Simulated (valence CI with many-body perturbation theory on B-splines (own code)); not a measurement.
## How close is CI+MBPT for Zr?

Method: valence CI with perturbative core correlation (CI+MBPT): four valence electrons over a frozen Dirac-Fock core [Kr], a basis of 7 s, 7 p, 8 d, 6 f, 4 g, 1 h functions for each j, with the one-electron correlation potential Σ1, the two-electron term Σ2, the three-electron term Σ3, Breit, model QED; selected CI, second order for the rest, scaled by the run's own slope (own B-spline code, finite nucleus).

Set against measurement, 57 paired levels are off by 267 cm⁻¹ on average, the worst by 575. These come from a selection out of the NIST Handbook of Basic Atomic Spectroscopic Data. Levels without a partner in it may be off by more, other configurations by 1,000 to 4,000 cm⁻¹. Among the levels kept, up to 710 cm⁻¹ of a level comes from second order outside the variational space, and about a tenth of that is noise between levels of different J, which matters for small intervals. 5 measured levels below the end of the list, from 13142 cm⁻¹ on, found no clear computed partner, and computed levels of the same name lie up to 8006 cm⁻¹ from them.

Measured levels: NIST Handbook of Basic Atomic Spectroscopic Data (Sansonetti and Martin, J. Phys. Chem. Ref. Data 34, 1559 (2005)). Pairs share parity and J, and are chosen by configuration, term and nearness in energy; levels without a clear partner are left out. Energies in cm⁻¹ above the measured ground level.

Names give the largest LS component (configuration and term), which can be under half, so a name can repeat, a term be missing and a line seem to break the LS rules; names also repeat where a configuration has a term twice. Letters in brackets count levels of one name in rising energy.

| Computed label | Label in the source | Measured | Computed | Difference |
| --- | --- | --- | --- | --- |
| 4d2.5s2 3F_2 | 4d2 5s2 a 3F | 0 | 0.0 | 0 |
| 4d2.5s2 3F_3 | 4d2 5s2 a 3F | 570.4 | 567.4 | -3 |
| 4d2.5s2 3F_4 | 4d2 5s2 a 3F | 1240.8 | 1235.0 | -6 |
| 4d2.5s2 1D_2 [a] | 4d2 5s2 a 3P | 4186.1 | 4465.4 | +279 |
| 4d2.5s2 3P_0 | 4d2 5s2 a 3P | 4196.9 | 4428.8 | +232 |
| 4d2.5s2 3P_1 | 4d2 5s2 a 3P | 4376.3 | 4607.5 | +231 |
| 4d3.5s 5F_1 | 4d3(b 4F) 5s a 5F | 4870.5 | 4674.2 | -196 |
| 4d3.5s 5F_2 | 4d3(b 4F) 5s a 5F | 5023.4 | 4826.8 | -197 |
| 4d2.5s2 1D_2 [b] | 4d2 5s2 a 1D | 5101.7 | 5371.7 | +270 |
| 4d3.5s 5F_3 | 4d3(b 4F) 5s a 5F | 5249.1 | 5051.0 | -198 |
| 4d3.5s 5F_4 | 4d3(b 4F) 5s a 5F | 5540.5 | 5341.5 | -199 |
| 4d3.5s 5F_5 | 4d3(b 4F) 5s a 5F | 5888.9 | 5686.4 | -203 |
| 4d2.5s2 1G_4 | 4d2 5s2 a 1G | 8057.3 | 8299.3 | +242 |
| 4d3.5s 5P_1 | 4d3(b 4P) 5s a 5P | 10885.4 | 10951.2 | +66 |
| 4d3.5s 5P_2 | 4d3(b 4P) 5s a 5P | 11016.6 | 11087.3 | +71 |
| 4d3.5s 5P_3 | 4d3(b 4P) 5s a 5P | 11258.4 | 11326.4 | +68 |
| 4d3.5s 3F_2 [a] | 4d3(b 4F) 5s b 3F | 11640.7 | 11388.4 | -252 |
| 4d3.5s 3F_3 [a] | 4d3(b 4F) 5s b 3F | 11956.3 | 11731.3 | -225 |
| 4d3.5s 3F_4 [a] | 4d3(b 4F) 5s b 3F | 12342.4 | 12182.9 | -160 |
| 4d3.5s 3G_3 | 4d3(a 4G) 5s a 3G | 12503.4 | 12514.6 | +11 |
| 4d3.5s 3G_4 | 4d3(a 4G) 5s a 3G | 12760.7 | 12707.3 | -53 |
| 4d3.5s 3G_5 | 4d3(a 4G) 5s a 3G | 12772.8 | 12813.3 | +41 |
| 4d3.5s 3D_1 [a] | 4d3(b 2D) 5s a 3D | 14123.0 | 14354.0 | +231 |
| 4d3.5s 3D_2 [a] | 4d3(b 2D) 5s a 3D | 14348.8 | 14581.8 | +233 |
| 4d3.5s 3D_3 [a] | 4d3(b 2D) 5s a 3D | 14697.0 | 14923.9 | +227 |
| 4d2.5s.5p 5G°_2 | 4d2 5s(a 4F) 5p z 5G° | 14783.5 | 14468.3 | -315 |
| 4d2.5s.5p 5G°_3 | 4d2 5s(a 4F) 5p z 5G° | 15201.3 | 14871.1 | -330 |
| 4d2.5s.5p 5G°_4 | 4d2 5s(a 4F) 5p z 5G° | 15720.4 | 15373.9 | -347 |
| 4d2.5s.5p 3F°_2 [a] | 4d2 5s(a 4F) 5p z 3F° | 16296.5 | 16114.2 | -182 |
| 4d2.5s.5p 5G°_5 | 4d2 5s(a 4F) 5p z 5G° | 16317.0 | 15955.8 | -361 |
| 4d2.5s.5p 5F°_1 | 4d2 5s(a 4F) 5p z 5F° | 16786.9 | 16445.8 | -341 |
| 4d2.5s.5p 3F°_3 [a] | 4d2 5s(a 4F) 5p z 3F° | 16843.9 | 16646.4 | -198 |
| 4d2.5s.5p 5G°_6 | 4d2 5s(a 4F) 5p z 5G° | 16978.3 | 16605.0 | -373 |
| 4d2.5s.5p 5F°_2 | 4d2 5s(a 4F) 5p z 5F° | 17059.6 | 16701.6 | -358 |
| 4d2.5s.5p 5F°_3 | 4d2 5s(a 4F) 5p z 5F° | 17422.2 | 17042.1 | -380 |
| 4d2.5s.5p 3F°_4 [a] | 4d2 5s(a 4F) 5p z 3F° | 17556.3 | 17340.4 | -216 |
| 4d2.5s.5p 5F°_4 | 4d2 5s(a 4F) 5p z 5F° | 17833.7 | 17457.0 | -377 |
| 4d2.5s.5p 5F°_5 | 4d2 5s(a 4F) 5p z 5F° | 18276.9 | 17886.1 | -391 |
| 4d2.5s.5p 5D°_0 [a] | 4d2 5s(a 4F) 5p z 5D° | 18976.4 | 18620.6 | -356 |
| 4d2.5s.5p 5D°_1 [a] | 4d2 5s(a 4F) 5p z 5D° | 19096.5 | 18749.0 | -348 |
| 4d2.5s.5p 5D°_2 [a] | 4d2 5s(a 4F) 5p z 5D° | 19323.8 | 18979.7 | -344 |
| 4d2.5s.5p 5D°_3 [a] | 4d2 5s(a 4F) 5p z 5D° | 19625.6 | 19273.9 | -352 |
| 4d2.5s.5p 5D°_4 [a] | 4d2 5s(a 4F) 5p z 5D° | 19833.8 | 19478.2 | -356 |
| 4d2.5s.5p 3G°_3 [a] | 4d2 5s(a 4F) 5p z 3G° | 21849.3 | 21572.1 | -277 |
| 4d2.5s.5p 3G°_4 [a] | 4d2 5s(a 4F) 5p z 3G° | 22144.1 | 21867.1 | -277 |
| 4d2.5s.5p 3G°_5 [a] | 4d2 5s(a 4F) 5p z 3G° | 22563.9 | 22287.8 | -276 |
| 4d2.5s.5p 3F°_2 [c] | 4d2 5s(a 2D) 5p x 3F° | 26061.7 | 25839.4 | -222 |
| 4d2.5s.5p 3F°_3 [c] | 4d2 5s(a 2D) 5p x 3F° | 26443.9 | 26177.8 | -266 |
| 4d2.5s.5p 3G°_5 [b] | 4d3(b 4F) 5p y 5G° | 26765.7 | 26304.7 | -461 |
| 4d2.5s.5p 3F°_4 [c] | 4d2 5s(a 2D) 5p x 3F° | 26938.4 | 26710.5 | -228 |
| 4d3.5p 5G°_6 | 4d3(b 4F) 5p y 5G° | 27214.9 | 26639.6 | -575 |
| 4d2.5s.5p 3G°_3 [c] | 4d2 5s(a 2F) 5p x 3G° | 28404.3 | 28151.8 | -252 |
| 4d2.5s.5p 3G°_4 [c] | 4d2 5s(a 2F) 5p x 3G° | 28749.8 | 28439.1 | -311 |
| 4d2.5s.5p 3G°_5 [c] | 4d2 5s(a 2F) 5p x 3G° | 29001.7 | 28805.2 | -196 |
| 4d3.5p 5F°_4 | 4d3(b 4F) 5p y 5F° | 29122.7 | 28608.0 | -515 |
| 4d3.5p 5F°_5 | 4d3(b 4F) 5p y 5F° | 29535.5 | 29069.3 | -466 |
| 4d3.5p 5D°_3 [a] | 4d3(b 4F) 5p x 5D° | 30087.3 | 29548.5 | -539 |
| 4d3.5p 5D°_4 [a] | 4d3(b 4F) 5p x 5D° | 30384.5 | 29847.1 | -537 |

Over 57 excited levels the mean absolute difference is 267 cm⁻¹, the median 252 and the largest 575. The comparison draws on a selection of the measured levels: 58 of the 215 computed ones have a partner in it, and others may be off by more.

These 5 measured levels below the end of the computed list are not counted above. Beside each stands the unpaired computed level of its name, or else the nearest of its J and parity; the gap is either an error of the method or a doubtful assignment.

| Label in the source | J | Measured | Unpaired level | Computed |
| --- | --- | --- | --- | --- |
| 4d2 5s2 a 1S | 0 | 13142 | 4d2.5s2 1S_0 | 21148 |
| 4d2 5s(a 2F) 5p z 5G° | 4 | 26931 | 4d2.5s.5p 1G°_4 | 26665 |
| 4d2 5s(a 2F) 5p w 3F° | 2 | 27876 | 4d2.5s.5p 3F°_2 [b] | 23345 |
| 4d2 5s(a 2F) 5p w 3F° | 3 | 28157 | 4d2.5s.5p 3F°_3 [e] | 28474 |
| 4d2 5s(a 2F) 5p w 3F° | 4 | 28528 | 4d2.5s.5p 3F°_4 [d] | 28845 |

Rates against NIST Handbook of Basic Atomic Spectroscopic Data (Sansonetti and Martin, J. Phys. Chem. Ref. Data 34, 1559 (2005)):

```json
{"λ vac, measured (nm)": "360.22", "Upper": "4d2.5s.5p 3G°_5 [c]", "Lower": "4d2.5s2 3F_4", "A computed (s⁻¹)": "7.01e+07", "A tabulated (s⁻¹)": "1.33e+08"}
{"λ vac, measured (nm)": "407.39", "Upper": "4d3.5p 5D°_3 [a]", "Lower": "4d3.5s 5F_4", "A computed (s⁻¹)": "1.22e+08", "A tabulated (s⁻¹)": "1.19e+08"}
{"λ vac, measured (nm)": "468.91", "Upper": "4d3.5p 5G°_6", "Lower": "4d3.5s 5F_5", "A computed (s⁻¹)": "8.25e+07", "A tabulated (s⁻¹)": "8.50e+07"}
{"λ vac, measured (nm)": "471.14", "Upper": "4d2.5s.5p 3G°_5 [b]", "Lower": "4d3.5s 5F_4", "A computed (s⁻¹)": "2.92e+07", "A tabulated (s⁻¹)": "6.40e+07"}
{"λ vac, measured (nm)": "612.92", "Upper": "4d2.5s.5p 3F°_4 [a]", "Lower": "4d2.5s2 3F_4", "A computed (s⁻¹)": "1.75e+06", "A tabulated (s⁻¹)": "1.70e+06"}
{"λ vac, measured (nm)": "709.97", "Upper": "4d2.5s.5p 5D°_3 [a]", "Lower": "4d3.5s 5F_4", "A computed (s⁻¹)": "4.44e+06", "A tabulated (s⁻¹)": "5.10e+06"}
```
